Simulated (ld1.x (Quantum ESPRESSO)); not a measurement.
**What the settings do to the RRKJ potential of cerium**

Base potential:

ld1.x (Quantum ESPRESSO) 7.5 input, shortened:

```
&input
   title='Ce', zed=58., rel=1, dft='PBE', iswitch=3,
   config='[Xe] 4f1 5d1 6s0 6p0'
 /
 &inputp
   pseudotype=2, tm=.false., lloc=0,
   nlcc=.false.
 /
4
5P  2  1   6.00   0.00  2.45  2.45  0.0
5D  3  2   1.00   0.00  2.50  2.50  0.0
4F  4  3   1.00   0.00  0.85  0.85  0.0
5S  1  0   2.00   0.00  1.90  1.90  0.0
 &test
   configts(1)='4f1 5s2 5p6 5d1 6s0 6p0'
 /
```

Cutoffs, loose and tight: the cutoffs (Ry, on a coarse ladder) from which the occupation-weighted sum of valence levels, in a spherical-Bessel basis at the reference potential, stays within 10 and 1 mRy of its value at 400 Ry. They do not see the model core or the augmentation charge, which bear on the density cutoff. Test errors are all-electron minus pseudo excitation energies from the reference, over the configurations 4f1 5s2 5p6 5d1 6s2 6p0; 4f1 5s2 5p6 5d1 6s1 6p0; 4f1 5s2 5p6 5d0 6s0 6p0; 4f0 5s2 5p6 5d2 6s2 6p0; 4f1 5s2 5p6 5d0 6s2 6p1; 4f1 5s2 5p6 5d0 6s2 6p0; 4f1 5s1 5p6 5d1 6s2 6p0. A dash means not determined; rows that change the core or the reference have their own tests.

```tsv
change	outcome	cutoff, loose	cutoff, tight	bound ghosts	largest test error (meV)
base	generated	260 Ry	300 Ry	none	+732
wave 5d (bound): rc 2.50 bohr becomes 5d (bound): rc 1.68 bohr	generated	260 Ry	300 Ry	none	+762
wave 5d (bound): rc 2.50 bohr becomes 5d (bound): rc 1.90 bohr	generated	260 Ry	300 Ry	none	+743
wave 5d (bound): rc 2.50 bohr becomes 5d (bound): rc 2.20 bohr	generated	260 Ry	300 Ry	none	+730
wave 5d (bound): rc 2.50 bohr becomes 5d (bound): rc 2.48 bohr	generated	260 Ry	300 Ry	none	+732
wave 5d (bound): rc 2.50 bohr becomes 5d (bound): rc 2.68 bohr	generated	260 Ry	300 Ry	none	+736
wave 5d (bound): rc 2.50 bohr becomes 5d (bound): rc 2.96 bohr	generated	260 Ry	300 Ry	none	+736
wave 5d (bound): rc 2.50 bohr becomes 5d (bound): rc 3.26 bohr	generated	260 Ry	300 Ry	none	+720
wave 5d (bound): rc 2.50 bohr becomes 5d (bound): rc 3.42 bohr	generated	260 Ry	300 Ry	none	+704
wave 5d (bound): rc 2.50 bohr becomes 5d (bound): rc 3.74 bohr	generated	260 Ry	300 Ry	none	+667
```

Reading the sweep of the d radius (base included, trends over the rows without a ghost): The loose cutoff stays near 260 Ry. The median size of the test errors (rows with all tests solved) stays near 435.3 meV.
